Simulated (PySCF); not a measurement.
B(Cl)(SH)2 (BClH₂S₂), SMILES SB(S)Cl. Atoms are numbered in the order given.

```xyz
6

B      0.0000     0.0000     0.0092
Cl     0.0000     0.0000    -1.7521
S      0.0000    -1.6173     0.7992
H      0.0000    -1.2001     2.0831
S      0.0000     1.6173     0.7992
H      0.0000     1.2001     2.0831
```
Charge 0, spin multiplicity 1.

The structure is a stationary point at PBE0-D3(BJ)/def2-SVP. One conformer was computed; it need not be the lowest.

Calculation: B3LYP/pcJ-1 in PySCF.

Isotropic couplings with Fermi-contact, spin-dipole and both spin-orbit terms, one fixed conformer, no vibrational averaging. Isotopes: 11B, 1H.

### Question
Estimate the spin–spin coupling constants. (An estimate is asked for; the answer gives what the named calculation found.)

### Answer

| pair | bonds apart | J (Hz) |
|---|---|---|
| B1–H4 | 2 | -4.1 |
| B1–H6 | 2 | -4.1 |
| H4–H6 | 4 | 1.4 |
